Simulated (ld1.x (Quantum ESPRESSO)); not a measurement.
# Varying the PAW potential for tantalum

Base potential:

ld1.x (Quantum ESPRESSO) 7.5 input, shortened:

```
&input
   title='Ta', zed=73., rel=1, dft='PBE', iswitch=3,
   config='[Xe] 4f14 5d3 6s1.5 6p0.5'
 /
 &inputp
   pseudotype=3, lpaw=.true., tm=.true., lloc=-1, rcloc=1.40,
   nlcc=.true., new_core_ps=.true., rcore=1.20,
   which_augfun='BESSEL', rmatch_augfun=1.00
 /
6
5S  1  0   2.00   0.00  1.40  1.65  0.0
6S  2  0   1.50   0.00  1.40  1.65  0.0
5P  2  1   6.00   0.00  2.10  2.20  0.0
6P  3  1   0.50   0.00  2.10  2.20  0.0
5D  3  2   3.00   0.00  2.20  2.55  0.0
5D  3  2   0.00   0.10  2.20  2.55  0.0
 &test
   configts(1)='5s2 5p6 5d3 6s1.5 6p0.5'
 /
```

All-electron outer shells of the reference configuration (PBE, scalar-relativistic, ld1.x):

```json
{"shell": "4d", "level (eV)": "-222.98", "outermost node (bohr)": "0.22", "outermost maximum (bohr)": "0.46"}
{"shell": "5s", "level (eV)": "-73.79", "outermost node (bohr)": "0.54", "outermost maximum (bohr)": "0.98"}
{"shell": "5p", "level (eV)": "-40.18", "outermost node (bohr)": "0.58", "outermost maximum (bohr)": "1.13"}
{"shell": "4f", "level (eV)": "-25.49", "outermost node (bohr)": "–", "outermost maximum (bohr)": "0.44"}
{"shell": "6s", "level (eV)": "-5.95", "outermost node (bohr)": "1.32", "outermost maximum (bohr)": "2.74"}
{"shell": "5d", "level (eV)": "-4.26", "outermost node (bohr)": "0.65", "outermost maximum (bohr)": "1.58"}
{"shell": "6p", "level (eV)": "-1.77", "outermost node (bohr)": "1.59", "outermost maximum (bohr)": "3.80"}
```

Cutoffs, loose and tight: the cutoffs (Ry, on a coarse ladder) from which the occupation-weighted sum of valence levels, in a spherical-Bessel basis at the reference potential, stays within 10 and 1 mRy of its value at 400 Ry. They do not see the model core or the augmentation charge, which bear on the density cutoff. Test errors are all-electron minus pseudo excitation energies from the reference, over the configurations 5s2 5p6 5d3 6s2 6p0; 5s2 5p6 5d3 6s1 6p0; 5s2 5p6 5d3 6s0 6p0; 5s2 5p6 5d3 6s1.5 6p0; 5s2 5p6 5d4 6s1 6p0; 5s2 5p6 5d2 6s2 6p1; 5s2 5p6 5d1 6s0 6p0. A dash means not determined; rows that change the core or the reference have their own tests. The largest error is taken over the tests solved by every variant that gives reliable tests at all: 5s2 5p6 5d3 6s0 6p0; 5s2 5p6 5d3 6s1 6p0; 5s2 5p6 5d3 6s1.5 6p0; 5s2 5p6 5d3 6s2 6p0.

A true bound ghost makes a file unfit for plane-wave use even where its test errors are small: the radial tests pick states by their node count and pass the ghost by.

Cutoffs are not given where the Bessel-basis levels miss the radial ones by over 6 mRy, ghosts where they miss by over 20 mRy; a channel whose overlap is not positive is not tested.

A file whose overlap is not positive is unfit for use, and its test errors describe a broken file.

| change | outcome | cutoff, loose | cutoff, tight | bound ghosts | largest test error (meV) |
| --- | --- | --- | --- | --- | --- |
| base | generated, overlap not positive | – | – | not determined (overlap not positive) | -7.5 |
| all radii but the core radius scaled by about 0.74 (s 1.22, p 1.62, d 1.88 bohr, rcut 1.04/1.56/1.62); local potential all-electron potential smoothed inside 1.04 bohr (lloc = -1); augmentation BESSEL, radius 0.74 bohr | failed: new_paw_hamiltonian: negative rho | – | – | – | – |
| all radii but the core radius scaled by about 0.84 (s 1.38, p 1.86, d 2.14 bohr, rcut 1.18/1.76/1.86); local potential all-electron potential smoothed inside 1.18 bohr (lloc = -1); augmentation BESSEL, radius 0.84 bohr | failed: new_paw_hamiltonian: negative rho | – | – | – | – |
| all radii but the core radius scaled by about 0.91 (s 1.50, p 2.00, d 2.32 bohr, rcut 1.28/1.92/2.00); local potential all-electron potential smoothed inside 1.28 bohr (lloc = -1); augmentation BESSEL, radius 0.92 bohr | failed: new_paw_hamiltonian: negative rho | – | – | – | – |
| all radii but the core radius scaled by about 0.96 (s 1.58, p 2.12, d 2.46 bohr, rcut 1.34/2.02/2.12); local potential all-electron potential smoothed inside 1.34 bohr (lloc = -1); augmentation BESSEL, radius 0.96 bohr | generated, overlap not positive | – | – | not determined (overlap not positive) | -7.5 |
| all radii but the core radius scaled by about 1.03 (s 1.70, p 2.28, d 2.64 bohr, rcut 1.44/2.18/2.28); local potential all-electron potential smoothed inside 1.44 bohr (lloc = -1); augmentation BESSEL, radius 1.04 bohr | generated, overlap not positive | – | – | not determined (overlap not positive) | test run stopped at test 2 of 7 (negative norm?), 1 before it not solved |
| all radii but the core radius scaled by about 1.20 (s 1.98, p 2.64, d 3.04 bohr, rcut 1.68/2.52/2.64); local potential all-electron potential smoothed inside 1.68 bohr (lloc = -1); augmentation BESSEL, radius 1.20 bohr | generated | 21 Ry | 30 Ry | d | -14 |
| all radii but the core radius scaled by about 1.26 (s 2.08, p 2.76, d 3.20 bohr, rcut 1.76/2.64/2.76); local potential all-electron potential smoothed inside 1.76 bohr (lloc = -1); augmentation BESSEL, radius 1.26 bohr | generated | 21 Ry | 30 Ry | d | -16 |
| all radii but the core radius scaled by about 1.32 (s 2.18, p 2.90, d 3.36 bohr, rcut 1.84/2.76/2.90); local potential all-electron potential smoothed inside 1.84 bohr (lloc = -1); augmentation BESSEL, radius 1.32 bohr | failed: new_paw_hamiltonian: negative rho | – | – | – | – |
| all radii but the core radius scaled by about 1.37 (s 2.26, p 3.00, d 3.48 bohr, rcut 1.92/2.86/3.00); local potential all-electron potential smoothed inside 1.92 bohr (lloc = -1); augmentation BESSEL, radius 1.36 bohr | failed: new_paw_hamiltonian: negative rho | – | – | – | – |

What comes out with this change to the base: all radii but the core radius scaled by about 1.12 (s 1.86, p 2.46, d 2.86 bohr, rcut 1.58/2.36/2.46); local potential all-electron potential smoothed inside 1.58 bohr (lloc = -1); augmentation BESSEL, radius 1.12 bohr?

outcome: generated, overlap not positive; bound ghosts: d (p not tested, overlap not positive); largest test error (meV): -15. A file whose overlap is not positive is unfit for use, and its test errors describe a broken file.

Reading the sweep of the scale of all radii but the core radius (base = 1) (base included, trends over the rows without a ghost): Bound ghosts are found at 1.12, 1.2, 1.26. Every judged row has one, so this setting neither creates nor removes them. The generation fails at 0.74, 0.84, 0.91, 1.32, 1.37.
